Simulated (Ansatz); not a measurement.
A search over several starts for the lowest SCF solution of In2O2H6⁺, that is (H2In-mu-OH)2 with one electron fewer at the given spin, in a small basis.

```yaml
crystal:
  periodic: [false, false, false]
  atoms:
    - {symbol: In, position_ang: [1.673358, -0.182659, 0.070389]}
    - {symbol: H, position_ang: [2.204010, -1.735534, 0.562131]}
    - {symbol: H, position_ang: [2.453438, 1.287706, -0.384831]}
    - {symbol: O, position_ang: [-0.010760, 0.343715, 1.347614]}
    - {symbol: In, position_ang: [-1.676845, -0.158822, 0.037556]}
    - {symbol: H, position_ang: [-2.239075, -1.703924, 0.518578]}
    - {symbol: H, position_ang: [-2.426854, 1.322429, -0.432663]}
    - {symbol: O, position_ang: [0.009261, -0.490285, -1.301024]}
    - {symbol: H, position_ang: [-0.007473, 1.251785, 1.670470]}
    - {symbol: H, position_ang: [0.020939, 0.065589, -2.088222]}
basis:
  gaussian: {orbitals: def2-SVP}
total_charge: 1
magnetization: {spin_polarized: true, initial_magnetization: 1}
hamiltonian: {xc: pbe0, dispersion: d4}
output: {orbitals: {seedname: orbitals}}
```

```sh
$ ansatz run in.yaml --threads 4 --pin off --events-out ev --progress --plain --max-ram 3916MiB
```

It prints (some lines left out):

```
Functional definition: PBE0
1244 factors; integrals over basis functions are off by at most 8.7e-4 eV
mean field evaluation 1: about -14502.1549 eV, gradient 7.4e1 eV
mean field evaluation 2: about -14365.3510 eV, gradient 1.7e2 eV
mean field evaluation 4: about -14522.6123 eV, gradient 3.0e0 eV
mean field evaluation 8: about -14522.7732 eV, gradient 5.5e-1 eV
mean field evaluation 16: about -14522.7771 eV, gradient 1.9e-2 eV
mean field evaluation 32: about -14522.7771 eV, gradient 1.4e-5 eV
mean field evaluation 64: about -14522.6586 eV, gradient 2.5e0 eV
mean field evaluation 96: about -14522.9200 eV, gradient 9.6e-1 eV
mean field -14523.08752251 eV, -533.7136223499 hartree, gradient 1.9e-6 eV, S^2 0.762267; 14 other end points of the search recorded, 0 dependent functions left out
reference -14523.08756977 eV, -533.7136240866 hartree; 32, 31 occupied and 78, 79 virtual orbitals, 1244 factors
Total energy: -14523.25317320 eV, -533.7197099005 hartree
```

Hardware: 4 threads of Arm Neoverse N1 on a shared host. Wall time 23 s.

Other converged states that the search met: 0.31 eV higher (⟨S²⟩ = 0.77).

In the def2 sets In takes a core potential; there is no spin–orbit coupling.
